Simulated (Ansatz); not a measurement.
CH5ClFNSi, SMILES `C[Si](N)(F)Cl`, relaxed with RKS PBE0-D4/def2-TZVP in Ansatz from a PBE-D4/def2-SVP geometry. The force threshold is 0.005 eV/Å; the program also tests the step.

Charge 0, multiplicity 1.

Start:

```xyz
10

C    -0.105   -0.685    1.256
Si    0.014    0.599   -0.085
N     0.090   -0.111   -1.648
F     1.303    1.559    0.262
Cl   -1.625    1.875   -0.088
H    -1.022   -1.293    1.134
H    -0.130   -0.203    2.253
H     0.773   -1.363    1.228
H    -0.064    0.473   -2.473
H     0.767   -0.852   -1.839
```

By how much does the energy fall, and how many steps does the optimiser take? (Estimate.)

Ansatz gave: 7.56 kJ/mol, in 9 steps.

Which bonds change most? (An estimate is asked.)

Computed: Si2–F4 from 1.644 to 1.599 Å; Si2–Cl5 from 2.077 to 2.049 Å; Si2–N3 from 1.718 to 1.692 Å; C1–Si2 from 1.860 to 1.843 Å.

Give the relaxed structure. (An estimate is asked.)

Computed: 
```xyz
10

C    -0.103   -0.677    1.242
Si    0.023    0.600   -0.081
N     0.122   -0.088   -1.623
F     1.269    1.534    0.278
Cl   -1.594    1.857   -0.101
H    -1.009   -1.272    1.119
H    -0.123   -0.206    2.226
H     0.760   -1.348    1.208
H    -0.102    0.444   -2.448
H     0.757   -0.844   -1.821
```
